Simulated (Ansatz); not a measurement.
Input file:

```yaml
crystal:
  periodic: [false, false, false]
  atoms:
    - { symbol: W, position_ang: [0.0, 0.0, 0.0] }
    - { symbol: H, position_ang: [0.6057, 0.0, 1.8219] }
    - { symbol: Cl, position_ang: [2.3356, 0.0, 1.1194] }
    - { symbol: H, position_ang: [0.0, 1.72, 0.0] }
    - { symbol: Cl, position_ang: [-2.39, 0.0, 0.0] }
    - { symbol: O, position_ang: [0.0, -1.94, 0.0] }
    - { symbol: H, position_ang: [0.3816, -2.2771, 0.8723] }
    - { symbol: F, position_ang: [0.0, 0.0, -1.85] }
basis:
  gaussian: { orbitals: def2-SVP }
hamiltonian:
  xc: b3lyp
  dispersion: d4
relax:
  f_tol: 0.15
  max_steps: 25
  restrain:
    - { distance: [1, 2], at: 2.57, k: 30.0 }
    - { distance: [0, 1], at: 1.72, k: 30.0 }
    - { distance: [0, 2], at: 2.39, k: 30.0 }
```

Run as:

```bash
$ ansatz run input.yaml --threads 2 --pin off --max-ram 3072MiB --backend cpu --events-out ev --progress --plain --runs-dir out
```

Hardware: 2 threads of Arm Neoverse V2, with other jobs on the host.

Roughly how long does this run take, and how much memory?

42 s, with a peak of 0.27 GiB, for 10 ionic steps.
